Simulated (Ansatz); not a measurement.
Total energies of H$_{3}$O$_{3}$SSi (`O[Si](O)(O)[S]`) radical.

```json
{"atom": "O1", "x (Å)": "0.7373", "y (Å)": "-1.2772", "z (Å)": "0.5045"}
{"atom": "Si2", "x (Å)": "0.0590", "y (Å)": "0.1492", "z (Å)": "0.1061"}
{"atom": "O3", "x (Å)": "-0.0162", "y (Å)": "0.2010", "z (Å)": "-1.5261"}
{"atom": "O4", "x (Å)": "-1.3718", "y (Å)": "0.1972", "z (Å)": "0.8790"}
{"atom": "S5", "x (Å)": "1.1159", "y (Å)": "1.8929", "z (Å)": "0.6814"}
{"atom": "H6", "x (Å)": "1.5621", "y (Å)": "-1.5178", "z (Å)": "0.0806"}
{"atom": "H7", "x (Å)": "-0.3750", "y (Å)": "0.9967", "z (Å)": "-1.9234"}
{"atom": "H8", "x (Å)": "-1.7113", "y (Å)": "-0.6419", "z (Å)": "1.1978"}
```

The species carries charge 0 and has multiplicity 2. The structure was optimised at the PBE0-D4/def2-TZVP level. It is one conformer, not always the lowest. Basis def2-TZVPP, Ansatz 0.2.0.

RPA on PBE orbitals: Hartree–Fock energy of these orbitals -913.04298 Eh, correlation -1.53010 Eh (frozen core).

```tsv
functional	energy without D4 (Eh)	D4 term (kJ/mol)
LDA (SPW92)	-911.30527	–
PBE	-914.88467	-19.7
revPBE	-915.22628	-57.5
BLYP	-915.40558	-43.5
r2SCAN	-915.28845	-4.5
B97M-V	-915.19947	–
PBE0	-914.94478	-16.6
B3LYP	-915.48082	-32.1
r2SCANh	-915.27147	-4.9
r2SCAN0	-915.24738	-5.4
HSE06 (plane-wave form)	-914.92131	-15.5
BHLYP	-915.34126	-25.2
CAM-B3LYP	-915.39816	-16.9
LC-ωPBE	-915.10881	–
ωB97X-V	-915.25864	–
ωB97M-V	-915.34606	–
B2PLYP	-915.06120	–
PBE-QIDH	-914.74990	–
```

B3LYP takes the VWN-RPA correlation (the form of Gaussian; ORCA's B3LYP/G). HSE06 is the plane-wave form, built on full-range PBE exchange. The double hybrids freeze the cores in their second-order part.

LC-ωPBE has ω = 0.4 bohr⁻¹.
